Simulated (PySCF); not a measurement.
## Two-component Hartree-Fock for W⁶⁶⁺ (tungsten, charge +66)

Start: [He] 2s2 2p4; 2p1/2 filled at m_j = -1/2, +1/2; 2p3/2 filled at m_j = +1/2, +3/2. Calculated with PySCF 2.14 in an even-tempered Gaussian basis (16 s from 51 bohr⁻², ratio 2.4; 13 p from 66 bohr⁻², ratio 2.4; 5 d from 220 bohr⁻², ratio 2.6; 4 f from 340 bohr⁻², ratio 2.6): generalised Hartree-Fock with the X2C-1e Hamiltonian and a Gaussian nucleus; one run each with spin-orbit coupling (SO) switched off, then screened by Boettger's factors.

```csv
spinor shell,electrons,"ε, spin-free (eV)","ε, screened SO (eV)",weight of nominal j (screened SO),"rms radius, screened SO (bohr)"
1s1/2,2,-76519.5,-76475.4,1.000,0.0207
2s1/2,2,-18120.7,-18107.7,1.000,0.0816
2p1/2,2,-16734.4,-17732.5,1.000,0.0690
2p3/2,2,-16734.4,-16314.4,1.000,0.0758
```

```json
{"quantity": "E (hartree)", "spin-free": "-9863.38230", "screened SO": "-9907.95380"}
{"quantity": "M_J", "spin-free": "2", "screened SO": "2"}
{"quantity": "⟨J²⟩", "spin-free": "6.000", "screened SO": "6.000"}
{"quantity": "⟨L²⟩", "spin-free": "2.000", "screened SO": "3.299"}
{"quantity": "⟨S²⟩", "spin-free": "2.000", "screened SO": "1.376"}
```

Each row is a mean over spinors that exchange with the open shell spreads, by up to 88.172 eV (2s1/2).

Breit and QED terms are absent; they matter most for the inner s and p1/2 levels.

Densities and radii are taken from the X2C orbitals without a picture-change correction, which distorts them close to the nucleus.

Without spin-orbit coupling the j labels of p, d and f shells carry no meaning; the spin-free column gives the mean over the occupied spinors of each nl shell.
